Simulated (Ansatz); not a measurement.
C2H4BFOSe (`BCOC(F)=[Se]`) at its PBE0-D4/def2-TZVP geometry, where that method's forces vanish. Total charge 0; spin multiplicity 1.

| atom | x (Å) | y (Å) | z (Å) |
| --- | --- | --- | --- |
| B1 | -1.584 | 0.757 | 0.632 |
| C2 | -0.205 | 0.074 | 0.481 |
| O3 | 0.202 | -0.062 | -0.889 |
| C4 | 1.350 | -0.614 | -1.147 |
| F5 | 1.502 | -0.630 | -2.453 |
| Se6 | 2.578 | -1.265 | -0.048 |
| H7 | -1.992 | 0.903 | 1.745 |
| H8 | -2.220 | 1.125 | -0.306 |
| H9 | 0.569 | 0.631 | 1.029 |
| H10 | -0.202 | -0.918 | 0.954 |

**Question.** For each bond, give half the difference of the two atoms' forces along it (eV/Å; positive pushes the atoms apart) under PBE-D4, r2SCAN-D4, B3LYP-D4, ωB97M-V in def2-TZVPP. (Estimate.)

**Answer.** Ansatz gave: 
| bond | length (Å) | PBE-D4 | r2SCAN-D4 | B3LYP-D4 | ωB97M-V |
| --- | --- | --- | --- | --- | --- |
| B1–C2 | 1.547 | -0.23 | -0.12 | 0.00 | 0.12 |
| B1–H7 | 1.194 | 0.07 | -0.03 | -0.10 | -0.14 |
| B1–H8 | 1.192 | 0.10 | -0.03 | -0.10 | -0.13 |
| C2–O3 | 1.436 | 0.12 | 0.29 | 0.25 | 0.24 |
| C2–H9 | 1.099 | 0.17 | -0.04 | -0.10 | -0.14 |
| C2–H10 | 1.099 | 0.17 | -0.04 | -0.10 | -0.14 |
| O3–C4 | 1.300 | 0.55 | 0.26 | 0.07 | 0.02 |
| C4–F5 | 1.315 | 0.68 | 0.35 | 0.30 | 0.16 |
| C4–Se6 | 1.772 | -0.02 | -0.13 | 0.15 | -0.06 |

B3LYP here is the variant with VWN-RPA as its local correlation; programs differ in this.
